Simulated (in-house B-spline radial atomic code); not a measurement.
Neutral palladium is squeezed into an impenetrable sphere of radius R (the orbitals vanish at R). Level of theory: Dirac-Hartree-Fock, average of configuration, Fermi nucleus of rms radius 4.5318 fm; calculated with a B-spline radial code for spherical atoms.

Energies in eV above the free atom in [Kr] 4d10:

```csv
R (bohr),highest level (eV),[Kr] 4d10,[Ar] 3d10 4s2 4p5 4d10 4f1,[Kr] 4d9 4f1
7.48,-8.63,0.0287,67,12.48
5.91,-8.3,0.2673,72.12,17.64
5.04,-7.66,0.9511,77.22,22.81
3.98,-5.32,4.854,89.13,34.91
3.85,-4.78,5.99,91.52,37.32
3.26,-0.854,16.29,108.6,54.35
2.76,6.19,41.54,141.9,86.8
2.39,16.6,90.36,199,142.1
1.74,69.2,458.9,590.9,524
1.37,165,1397,1543,1463
```

Problem. Does [Ar] 3d10 4s2 4p5 4d10 4f1 fall below [Kr] 4d10 under compression?

Solution. No, it stays above over the whole range.

Problem. Does [Kr] 4d9 4f1 fall below [Kr] 4d10 under compression?

Solution. No, it stays above over the whole range.

The highest level is first positive in the row R = 2.76 bohr, pushed up by confinement above the zero of the free ion's potential. Each configuration is held fixed and needn't be the lowest in the sphere.
